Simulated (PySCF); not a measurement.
[Na3Te]+ at several levels of theory

All levels use the PBE0 minimum (singlet; Te–Na 2.807 Å (×3); Na–Te–Na 120.0° (×3)), basis [Te def2-TZVP with ECP28, Na def2-TZVP], scalar-relativistic core potentials, density fitting, no spin–orbit coupling, PySCF. For vertical energies the ionised species is a doublet (spins chosen at PBE0 and kept) and the electron-attached one a doublet. Open shells are unrestricted, also as the reference of the correlated levels. A dash marks a value that was not computed or is not defined at that level.

```tsv
level	vertical IP (eV)	vertical EA (eV)	−ε(HOMO) (eV)	gap (eV)
PBE0	9.68	3.52	7.87	3.45
HF	8.57	2.81	9.66	6.90
MP2	9.60	3.21	–	–
PBE	9.78	3.73	7.06	2.01
r2SCAN	9.64	3.46	7.09	2.80
B3LYP	9.76	3.67	7.70	2.96
TPSSh	9.69	3.44	7.37	2.76
```
